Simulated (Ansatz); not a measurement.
Gas-phase electronic energies from Ansatz, PBE0-D4/def2-TZVP geometries. CCSD(T)/CBS is the MP2 limit (def2-TZVPP, def2-QZVPP) plus CCSD(T) − MP2 in def2-TZVPP, frozen cores. This one scheme is used for every species. Functionals use def2-TZVPP. B3LYP here is the variant with VWN-RPA as its local correlation; programs differ in this. For Se outer-core shells are correlated without core-valence functions, which leaves a few kJ/mol of doubt a bond. Scalar relativity is left out up to krypton. Each species was taken in one conformer, which may not be the lowest.

`C=C(F)[SiH2][SeH]` + `CO[SiH2]N` → `CO[SiH2][SeH]` + `C=C(F)[SiH2]N`  (redistribution)

| level | ΔE (kJ/mol) |
| --- | --- |
| ωB97X-V | 12.8 |
| B2PLYP | 12.7 |
| B3LYP | 12.1 |
| CCSD(T)/def2-TZVPP | 13.4 |
| HF/def2-QZVPP | 10.2 |
| SCS-MP2/def2-QZVPP | 12.9 |
| HF/CBS(def2) | 10.2 |
| MP2/CBS(def2) | 13.8 |

Problem. What does CCSD(T)/CBS give? (An estimate is asked.)

Solution. Computed: +13.2 kJ/mol. The listed levels differ from it by -0.4, -0.5, -1.1, 0.2, -3.0, -0.3, -3.0, 0.6 kJ/mol.

Largest T1 diagnostic among the species: 0.012.

In def2-TZVPP, CCSD(T) changes the Hartree–Fock value by +3.1 kJ/mol (the triples alone add +0.6 kJ/mol) and MP2 by +3.8 kJ/mol.
